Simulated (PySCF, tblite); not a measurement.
Compound: C9H9FS.
Cartesian coordinates in Å at the GFN2-xTB level; atoms count from 1:
```xyz
20
C9H9FS angstrom
C      3.1929   -1.3144   -0.6044
C      2.3855   -0.4892    0.0328
C      1.6024    0.6094   -0.6259
C      0.1329    0.3959   -0.3839
C     -0.5790   -0.5096   -1.1633
C     -1.9211   -0.7375   -0.9233
C     -2.5526   -0.0619    0.1017
F     -3.8698   -0.2945    0.3247
C     -1.8671    0.8453    0.9010
S     -2.6424    1.7296    2.2181
C     -0.5178    1.0597    0.6438
H      3.3548   -1.2432   -1.6678
H      3.7347   -2.0914   -0.0930
H      2.2338   -0.5800    1.1003
H      1.8093    0.6177   -1.6971
H      1.9072    1.5694   -0.2028
H     -0.0791   -1.0387   -1.9598
H     -2.4924   -1.4322   -1.5185
H     -3.8545    1.2124    2.0342
H      0.0172    1.7640    1.2634
```

Theory: PBE0/pcSseg-1 in PySCF (dipole) on a GFN2-xTB geometry, gas phase.

Take the most abundant isotopes and a rigid rotor. The values belong to one conformer with, in the numbering `[CH2:1]=[CH:2][CH2:3][c:4]1[cH:5][cH:6][c:7]([F:8])[c:9]([SH:10])[cH:11]1`, C1–C2–C3–C4 121°, C2–C3–C4–C5 -81°, C7–C9–S10–H -1°.

(1) Give the principal moments of inertia and the rotational constants in MHz.

(2) What kind of rotor is it?

(3) Is it planar, by Δ = Ic − Ia − Ib?

(4) List the rotational levels J(Ka,Kc) to J = 2 (MHz).

(5) Predict some low-J microwave lines.

(6) Estimate the classical rotational partition function at 50 K, 200 K and 298.15 K.

## Answers

(1) Ia = 267.37, Ib = 966.58, Ic = 1164.93 u·Å²; 505379 MHz·u·Å²/I gives A = 1890, B = 522.9, C = 433.8 MHz.

(2) An asymmetric top: κ = (2 × 522.9 − 1890 − 433.8)/(1890 − 433.8) = -0.88.

(3) Not planar: Δ = Ic − Ia − Ib = -69.02 u·Å². For a rigid frame Δ = −2 Σ m c², so Σ m c² = 34.51 u·Å² lies off the ab plane: 8.71 from hydrogen and 25.80 from heavier atoms. The atom farthest from that plane is 1.67 Å away.

(4) Above 0(0,0):
J = 1: 1(0,1) 957, 1(1,1) 2324, 1(1,0) 2413
J = 2: 2(0,2) 2866, 2(1,2) 4148, 2(1,1) 4415, 2(2,1) 8517, 2(2,0) 8522

(5) The dipole components are |μa| = 1.32 D, |μb| = 0.46 D, |μc| = 0.27 D. The squared components, which scale the intensities, stand as 1.00 : 0.12 : 0.04 (a : b : c). Some lines, for components of 0.1 D or more:

| type | branch | J(Ka,Kc) | MHz | lower level (cm⁻¹) |
| --- | --- | --- | --- | --- |
| c | Q | 2(1,2) ← 2(0,2) | 1282 | 0.096 |
| c | Q | 1(1,1) ← 1(0,1) | 1367 | 0.032 |
| a | R | 3(0,3) ← 2(0,2) | 2853 | 0.096 |
| b | Q | 3(2,1) ← 3(1,2) | 3992 | 0.247 |
| c | R | 2(2,0) ← 1(1,0) | 6108 | 0.080 |
| b | R | 2(2,0) ← 1(1,1) | 6198 | 0.078 |
| b | R | 3(2,2) ← 2(1,1) | 6972 | 0.147 |
| c | R | 3(2,2) ← 2(1,2) | 7239 | 0.138 |
| b | R | 3(3,1) ← 2(2,0) | 9927 | 0.284 |
| c | R | 3(3,1) ← 2(2,1) | 9932 | 0.284 |

(6) Point group C1, symmetry number σ = 1; q = (√π/σ)·√((kT/h)³/(ABC)), k/h = 20836.6 MHz/K: 91000 at 50 K, 728000 at 200 K, 1330000 at 298.15 K.

Its lowest GFN2-xTB frequency is 7 cm⁻¹, too small to tell a flat minimum from a shallow saddle. Constants of a rigid frame at the computed geometry: no zero-point averaging, no centrifugal distortion.

The run took 95 s wall on Arm Neoverse N1, one thread, no GPU, shared host with 64 logical CPUs at a one-minute load of 60, and the process peaked at 1.1 GiB of memory. This is the PBE0/pcSseg-1 job that gave the dipole, with the shieldings it also computed.
